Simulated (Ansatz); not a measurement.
Coupled-cluster diagnostics for the cluster Ag₂Sn, Ansatz.

Geometry of the singlet (B3LYP-D4/def2-TZVP):

```xyz
3

Ag   -0.097    1.701   -0.367
Ag   -0.547   -1.407   -0.871
Sn    0.644   -0.294    1.238
```

In the def2 sets Ag, Sn take a core potential; there is no spin–orbit coupling. Correlated methods freeze 4 core orbitals; core or outer-core shells of Ag, Sn are correlated, in sets that lack core-valence functions. The structure comes from a short search, and lower isomers may exist.

(1) Estimate the CCSD(T) correlation energy, the shares of MP2 and (T), T1 and the reference's ⟨S²⟩ for: charge 0, singlet, own geometry in def2-TZVPP; and the rough time on 4 threads of Arm Neoverse V2 on a shared host.

Results:

(1) 
```json
{"state": "charge 0, singlet, own geometry", "basis": "def2-TZVPP", "correlation (eV)": "-44.841", "MP2 share (%)": "101.9", "(T) share (%)": "3.4", "T1": "0.023", "⟨S²⟩ (pure)": "0.00 (0.00)", "wall time": "62 s", "remarks": "restricted SCF unstable"}
```
Customary marks for T1 are 0.02 (closed shells), 0.045 (open shells) and about 0.05 (3d metals). T1 exceeds 0.02 in 1 of 1 rows and 0.045 in 0; the higher it lies, the less the single-reference result can be trusted.
